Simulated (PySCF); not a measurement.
Compound: CH₅B₃BrF.
SMILES with atom numbers: `[BH2:1][B:2]([F:3])[CH2:4][BH:5][Br:6]` (hydrogens: H7, H8 on B1; H9, H10 on C4; H11 on B5)

Structure used (PBE0-D3(BJ)/def2-SVP), in Å, numbered top down from 1:
```
atom  x, y, z in Å
B1     1.9554    0.2770    0.9421
B2     0.6414    0.5351   -0.0897
F3     0.5872    1.5968   -0.8992
C4    -0.5845   -0.4678   -0.1324
B5    -1.7065    0.1606    0.7319
Br6   -1.7975   -0.1927    2.6107
H7     2.9202   -0.3654    0.5908
H8     1.9602    0.6689    2.0867
H9    -0.9091   -0.5336   -1.1851
H10   -0.2787   -1.4501    0.2598
H11   -2.5274    0.9317    0.3052
```

Method: PBE0-D3(BJ)/def2-SVP geometry optimisation, gas phase (PySCF 2.14.0).

Take the most abundant isotopes and a rigid rotor. The values belong to one conformer with, in the numbering `[BH2:1][B:2]([F:3])[CH2:4][BH:5][Br:6]`, B1–B2–C4–B5 99°, B2–C4–B5–Br6 -89°.

**Question.** Give the principal moments of inertia and the rotational constants in cm⁻¹.

**Answer.** Ia = 110.26, Ib = 520.32, Ic = 572.43 u·Å²; 505379 MHz·u·Å²/I gives 4583, 971.3 and 882.9 MHz, that is A = 0.15289, B = 0.03240, C = 0.02945 cm⁻¹.

**Question.** Classify the top.

**Answer.** A near-prolate asymmetric top. Ray's parameter κ = (2B − A − C)/(A − C) = -0.952; −1 is the prolate and +1 the oblate limit.

**Question.** Is it planar, by Δ = Ic − Ia − Ib?

**Answer.** Not planar: Δ = Ic − Ia − Ib = -58.16 u·Å². For a rigid frame Δ = −2 Σ m c², so Σ m c² = 29.08 u·Å² lies off the ab plane: 6.89 from hydrogen and 22.19 from heavier atoms. The atom farthest from that plane is 1.87 Å away.

**Question.** Which lines would a microwave search look for?

**Answer.** The dipole components are |μa| = 0.51 D, |μb| = 0.01 D, |μc| = 1.14 D. Intensities carry the squares of the components, which stand as 0.20 : 0.00 : 1.00 (a : b : c). Some of the stronger lines:

```json
{"type": "a", "branch": "R", "J(Ka,Kc)": "1(0,1) ← 0(0,0)", "MHz": "1854", "lower level (cm⁻¹)": "0.000"}
{"type": "c", "branch": "Q", "J(Ka,Kc)": "2(1,2) ← 2(0,2)", "MHz": "3525", "lower level (cm⁻¹)": "0.185"}
{"type": "c", "branch": "Q", "J(Ka,Kc)": "1(1,1) ← 1(0,1)", "MHz": "3612", "lower level (cm⁻¹)": "0.062"}
{"type": "a", "branch": "R", "J(Ka,Kc)": "2(1,2) ← 1(1,1)", "MHz": "3620", "lower level (cm⁻¹)": "0.182"}
{"type": "a", "branch": "R", "J(Ka,Kc)": "2(0,2) ← 1(0,1)", "MHz": "3707", "lower level (cm⁻¹)": "0.062"}
{"type": "a", "branch": "R", "J(Ka,Kc)": "2(1,1) ← 1(1,0)", "MHz": "3797", "lower level (cm⁻¹)": "0.185"}
{"type": "c", "branch": "R", "J(Ka,Kc)": "1(1,0) ← 0(0,0)", "MHz": "5555", "lower level (cm⁻¹)": "0.000"}
{"type": "c", "branch": "R", "J(Ka,Kc)": "2(1,1) ← 1(0,1)", "MHz": "7497", "lower level (cm⁻¹)": "0.062"}
{"type": "c", "branch": "Q", "J(Ka,Kc)": "2(2,1) ← 2(1,1)", "MHz": "10836", "lower level (cm⁻¹)": "0.312"}
{"type": "c", "branch": "R", "J(Ka,Kc)": "2(2,0) ← 1(1,0)", "MHz": "14635", "lower level (cm⁻¹)": "0.185"}
{"type": "c", "branch": "R", "J(Ka,Kc)": "2(2,1) ← 1(1,1)", "MHz": "14722", "lower level (cm⁻¹)": "0.182"}
```

PBE0-D3(BJ)/def2-SVP frequencies: not computed here. Zero-point vibration and centrifugal distortion are left out. Quadrupole hyperfine structure (11B, 79Br) is left out.
